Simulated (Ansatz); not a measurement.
Name a neutral molecule of B, C, I, Si and H with LUMO energy (PBE0/def2-TZVPP) between -1.90 and -1.60 eV and HOMO–LUMO gap (ωB97M-V/def2-TZVPP) between 9.30 and 9.60 eV (Ansatz, PBE0-D4/def2-TZVP geometry).

`I[SiH]1BC1` (-1.64 eV, 9.32 eV). Other molecules can fit too; these were computed, each in one conformer that needn't be the lowest.
